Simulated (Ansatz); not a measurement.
`[GeH3][CH]=[Se]` and `SC=[Se]` differ in one atom or group.

Ansatz, PBE0-D4/def2-TZVP geometries, multiplicity 1. Each molecule was computed in one conformer, which needn't be the lowest.

Scalar relativity is left out up to krypton.

```tsv
property	`[GeH3][CH]=[Se]`
HOMO energy (PBE0/def2-TZVPP) / eV	-6.25
ideal-gas entropy at 298 K and 1 bar (rigid rotor, harmonic PBE0-D4/def2-TZVP) / J/(mol·K)	323
HOMO energy (PBE/def2-TZVPP) / eV	-5.13
HOMO–LUMO gap (ωB97M-V/def2-TZVPP) / eV	7.58
LUMO energy (PBE0/def2-TZVPP) / eV	-2.91
HOMO energy (B3LYP/def2-TZVPP) / eV	-6.03
```

(1) Give the same properties after the change, and the shifts. (An estimate is asked.)

## Answers

(1) Ansatz gave: 
```csv
property,`SC=[Se]`,shift
HOMO energy (PBE0/def2-TZVPP) / eV,-6.40,-0.15
"ideal-gas entropy at 298 K and 1 bar (rigid rotor, harmonic PBE0-D4/def2-TZVP) / J/(mol·K)",286,-37
HOMO energy (PBE/def2-TZVPP) / eV,-5.26,-0.13
HOMO–LUMO gap (ωB97M-V/def2-TZVPP) / eV,8.06,0.48
LUMO energy (PBE0/def2-TZVPP) / eV,-2.50,0.41
HOMO energy (B3LYP/def2-TZVPP) / eV,-6.15,-0.12
```

With PBE0 the HOMO falls by 0.15 eV and the LUMO rises by 0.41 eV, so the gap widens by about 0.56 eV. PBE moves the HOMO by -0.13 eV and ωB97M-V by -0.14 eV. The zero-point energy changes by -33.8 kJ/mol with -6 modes.

B3LYP here is the variant with VWN-RPA as its local correlation; programs differ in this.

Spin–orbit coupling is left out; it splits and shifts lone-pair levels of the heavy atoms by tenths of an eV.
